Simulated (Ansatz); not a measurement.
`B[As](N)[GaH2]` + `[SiH3]N[SiH3]` → `BN([SiH3])[SiH3]` + `N[AsH][GaH2]` at 400 K and 1 bar (cleavage of the B–As bond).

Isolated molecules relaxed with PBE0-D4/def2-TZVP in Ansatz; ΔE leaves out vibrations. CBS: MP2 limit from def2 TZ/QZ plus the TZ coupled-cluster correction, frozen cores. This one scheme is used for every species. For As, Ga outer-core shells are correlated without core-valence functions, which leaves a few kJ/mol of doubt a bond. Scalar relativity is left out up to krypton. Each species was taken in one conformer, which may not be the lowest.

| species | CCSD(T)/CBS energy (Eh) | H − E (kJ/mol) | S (J/(mol·K)) |
| --- | --- | --- | --- |
| `B[As](N)[GaH2]` | -4242.03918 | 196.8 | 409.9 |
| `[SiH3]N[SiH3]` | -637.10515 | 203.4 | 366.7 |
| `BN([SiH3])[SiH3]` | -662.52490 | 240.8 | 386.1 |
| `N[AsH][GaH2]` | -4216.64372 | 154.5 | 370.9 |

H − E and S are ideal-gas, rigid-rotor, harmonic terms from PBE0-D4/def2-TZVP, for one conformer and one mirror image of each species. 1 Eh = 2625.50 kJ/mol, R = 8.31446 J/(mol·K).

**Question.** By hand: ΔE, ΔH, ΔS and ΔG.

**Answer.** ΔE = (-662.52490) + (-4216.64372) − (-4242.03918) − (-637.10515) = -0.02429 Eh = -63.8 kJ/mol. Δ(H − E) = 240.8 + 154.5 − 196.8 − 203.4 = -4.9, so ΔH = -68.7 kJ/mol. ΔS = 386.1 + 370.9 − 409.9 − 366.7 = -19.6 J/(mol·K). ΔG = -68.7 − 400 × (-19.6)/1000 = -60.9 kJ/mol.

**Question.** By hand: the equilibrium constant, and the temperature at which ΔG would vanish if ΔH and ΔS stayed fixed.

**Answer.** log₁₀ K = −ΔG/(RT ln 10) = 8.0. ΔG = 0 at ΔH/ΔS = 3505 K, far beyond where these terms or the molecules hold.

ΔH outweighs TΔS. A doubt of 5 kJ/mol in ΔE shifts log₁₀ K by 0.7 here. Other conformers and mirror images would add mixing entropy, several J/(mol·K) or more a flexible species. Modes under 60 cm⁻¹, often nearly free rotors, make the harmonic entropy too high. These are equilibria of isolated gas molecules and say nothing of rates. Largest T1 diagnostic: 0.016 (customary marks: 0.02 for closed shells, 0.045 for open ones).
